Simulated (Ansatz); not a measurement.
`FC([SiH3])I` and `F[CH]([SiH3])[AlH][SH]` differ in one atom or group.

Ansatz, PBE0-D4/def2-TZVP geometries, multiplicity 1. Each molecule was computed in one conformer, which needn't be the lowest.

Elements past krypton have def2 core potentials.  Spin–orbit coupling is left out; it splits and shifts lone-pair levels of the heavy atoms by tenths of an eV.

```csv
property,`FC([SiH3])I`
LUMO energy (PBE0/def2-TZVPP) / eV,-1.33
size of the dipole moment (B3LYP/def2-TZVPP) / D,1.54
LUMO energy (ωB97M-V/def2-TZVPP) / eV,0.60
HOMO energy (ωB97M-V/def2-TZVPP) / eV,-9.65
HOMO energy (B3LYP/def2-TZVPP) / eV,-7.26
HOMO energy (PBE/def2-TZVPP) / eV,-6.33
```

**Question.** What does the change do to each property? (Estimate.)

**Answer.** The calculation gave: 
```csv
property,`F[CH]([SiH3])[AlH][SH]`,shift
LUMO energy (PBE0/def2-TZVPP) / eV,-1.33,0.00
size of the dipole moment (B3LYP/def2-TZVPP) / D,1.58,0.04
LUMO energy (ωB97M-V/def2-TZVPP) / eV,0.30,-0.30
HOMO energy (ωB97M-V/def2-TZVPP) / eV,-10.02,-0.37
HOMO energy (B3LYP/def2-TZVPP) / eV,-7.58,-0.32
HOMO energy (PBE/def2-TZVPP) / eV,-6.54,-0.21
```

Dipoles are sizes alone; their direction can turn.

Positive LUMOs are unbound, so they and the gaps depend on the basis.

B3LYP here is the variant with VWN-RPA as its local correlation; programs differ in this.
